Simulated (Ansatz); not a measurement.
Correlation energies of C3H6Zn by basis set

| atom | x (Å) | y (Å) | z (Å) |
| --- | --- | --- | --- |
| C1 | 0.098 | -1.019 | 0.652 |
| C2 | -0.653 | -0.105 | -0.251 |
| C3 | -0.120 | 0.593 | -1.245 |
| Zn4 | 1.309 | 2.549 | 1.548 |
| H5 | 0.028 | -0.684 | 1.693 |
| H6 | -0.315 | -2.032 | 0.622 |
| H7 | 1.155 | -1.070 | 0.382 |
| H8 | -1.720 | -0.008 | -0.059 |
| H9 | -0.720 | 1.248 | -1.865 |
| H10 | 0.939 | 0.528 | -1.476 |

The species carries charge 0 and has multiplicity 1. For Zn the d shell is correlated and the shells below it are frozen. Scalar relativity is left out up to krypton. The bonds changed during the relaxation, so this is another structure than the one it started from. The structure was optimised at the PBE0-D4/def2-TZVP level. Frozen core, restricted reference, the Gaussian-basis code of Ansatz.

```csv
basis,HF (Eh),MP2 corr.
def2-SVP,-1894.54877,-0.70745
def2-TZVPP,-1894.92398,-1.00120
def2-QZVPP,-1894.96960,-1.06964
```

Estimate the CCSD correlation energy and the (T) correction in each basis where they were run (hartree).


| basis | CCSD corr. | (T) |
| --- | --- | --- |
| def2-SVP | -0.73715 | -0.02287 |
| def2-TZVPP | -0.99506 | -0.03647 |
